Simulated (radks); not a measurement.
All-electron atom: Os4+ in [Xe] 4f14 5d4. All-electron calculation, Dirac Kohn-Sham, revPBE, spin-unpolarised, spherical densities, finite nucleus; open shells are shared between the two j in proportion to 2j + 1; Fermi nuclear charge, rms radius 5.4126 fm. Program: a radial shooting solver on a logarithmic mesh with Libxc functionals.

Normalised radial functions P(r) = r R(r) (large component), r in bohr:

```
   r/bohr * 5d5/2 (the largest magnitude, 0.88, reaches the edge; | marks zero)
0.0006591                             *
0.0008861                             *
 0.001201                             *
 0.001615                             *
 0.002188                             *
 0.002942                             *
 0.003987                             *
 0.005361                             *
 0.007265                             *
 0.009768                             *
  0.01324                             *
   0.0178                             *
  0.02412                             |*
  0.03243                             | *
   0.0436                             |  *
  0.05909                             |    *
  0.07945                             |      *
   0.1077                             |        *
   0.1448                             |      *
   0.1962                             |*
   0.2638                      *      |
   0.3575                *            |
   0.4806                    *        |
   0.6514                             |   *
   0.8758                             |                 *
    1.187                             |                          *
    1.596                             |                        *
    2.146                             |                *
    2.908                             |       *
    3.909                             | *
    5.298                             *
    7.123                             *
```

5d5/2: eigenvalue -47.465 eV, 2 radial nodes at r = 0.206, 0.606 bohr, <r> = 1.55 bohr, 90 % of the charge inside 2.32 bohr.
